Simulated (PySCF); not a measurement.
# From PBE to CCSD(T): MI along the second period

PBE and CCSD(T) in PySCF with x2c-SVPall on every atom, spin-free X2C, for the lowest determinant that a PBE0 search found; no spin–orbit coupling.

| molecule | state (unpaired electrons) | PBE Re (Å) | PBE ωe (cm⁻¹) | PBE De (eV) | CCSD(T) Re (Å) | CCSD(T) ωe (cm⁻¹) | CCSD(T) De (eV) |
| --- | --- | --- | --- | --- | --- | --- | --- |
| BeI | doublet (σ ↑) | 2.216 | 589 | 2.94 | 2.234 | 591 | 2.09 |
| BI | singlet (closed shell) | 2.144 | 578 | 4.08 | 2.136 | 594 | 3.51 |
| CI | doublet (π ↑) | 2.052 | 626 | 3.49 | ? | ? | ? |
| IO | doublet (π ↑) | 1.937 | 650 | 2.89 | 1.968 | 581 | 1.59 |
| IF | singlet (closed shell) | 1.969 | 591 | 3.16 | 1.965 | 593 | 2.27 |

(1) Estimate the CCSD(T) values of CI by adding the mean shift from PBE to CCSD(T) of the other rows, and compare with the calculation.

(2) What are the mean differences of PBE from CCSD(T) over the whole series?

In a basis of this size CCSD(T) is itself not converged; it tends to give bonds that are too long and too weak.

Correlated steps freeze the inner cores (18 to 19 orbitals); shallow outer-core shells are correlated. Correlated levels converge slowly with the basis: in double zeta they bind strong bonds too weakly, by up to about 1 eV, and carry superposition errors of some tenths. Spin–orbit coupling is left out, which matters for elements this heavy, above all for dissociation energies. Where the molecule has an RHF reference, its open-shell atoms are computed with UHF. States were picked by a PBE0 search and need not be the measured ground states.

Answers

(1) The mean shifts are +0.9 pm, -12 cm⁻¹ and -0.90 eV, which give 2.061 Å, 614 cm⁻¹ and 2.59 eV. CCSD(T)/x2c-SVPall gives Re = 2.061 Å, ωe = 612 cm⁻¹, De = 2.45 eV.

(2) Re -0.9 pm, ωe +13 cm⁻¹, De +0.93 eV.
